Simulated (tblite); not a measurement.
Start geometry of `[SiH3]COCc1ncco1` from a force field or distance geometry (Å):
```
atom  x, y, z in Å
Si1    2.9752    0.2673    1.2971
C2     1.6306    0.2889   -0.0368
O3     0.9723   -0.9696   -0.2560
C4    -0.0409   -0.8719   -1.2900
C5    -1.2892   -0.2998   -0.7068
N6    -1.7250    0.9489   -0.7686
C7    -2.9071    0.9150   -0.0848
C8    -3.1491   -0.3595    0.3603
O9    -2.1193   -1.1592   -0.0464
H10    3.5724    1.6207    1.4184
H11    2.4025   -0.0969    2.6246
H12    4.0487   -0.6890    0.9524
H13    2.0959    0.6062   -0.9562
H14    0.9015    1.0403    0.2564
H15   -0.2401   -1.8887   -1.6312
H16    0.3203   -0.2954   -2.1225
H17   -3.5130    1.7991    0.0619
H18   -3.9445   -0.8500    0.9167
```

Task: What comes out of this run: GFN2-xTB geometry optimisation, gas phase in tblite 0.8.0?

Result: 
```
atom  x, y, z in Å
Si1    2.8845    0.2842    1.2742
C2     1.5949    0.4319   -0.1189
O3     1.0769   -0.8791   -0.2851
C4     0.0160   -0.9725   -1.2059
C5    -1.2435   -0.3803   -0.6637
N6    -1.5265    0.8807   -0.5518
C7    -2.7485    0.9241    0.0539
C8    -3.1594   -0.3492    0.2848
O9    -2.2013   -1.1837   -0.1694
H10    3.4547    1.6148    1.5027
H11    2.2199   -0.2011    2.4821
H12    3.9298   -0.6480    0.8553
H13    2.0314    0.7779   -1.0658
H14    0.7900    1.1313    0.1341
H15   -0.1413   -2.0389   -1.3860
H16    0.2797   -0.4645   -2.1454
H17   -3.2284    1.8549    0.2713
H18   -4.0376   -0.7763    0.7218
```

The energy falls by 0.233 eV over 96 L-BFGS steps, the largest force on an atom goes from 1.92 to 0.007 eV/Å, and the atoms move by 0.204 Å rms after alignment. The bond that changes most is O3–C4 (ether oxygen to sp3 carbon bound to oxygen), which shortens by 0.043 Å. Bonds longer at the end by more than 0.005 Å: 4 of 18; shorter: 11. Among the angles that change most is Si1–C2–O3, from 115.0° to 105.1°. Among the dihedrals that turn most is O3–C4–C5–N6, from 99° to 76°. Rotational constants go from 3184, 629.4, 601.2 to 3263, 666.5, 623.0 MHz. The orientation of the end geometry is arbitrary; only internal coordinates are fixed.

Its GFN2-xTB frequencies are all real (lowest 31 cm⁻¹). The numbers are those of one conformer. 3 starts were optimised and ended at 0.00, 0.86 and 3.04 kcal/mol (GFN2-xTB); the lowest of these is shown.

All values are computed, not measured.
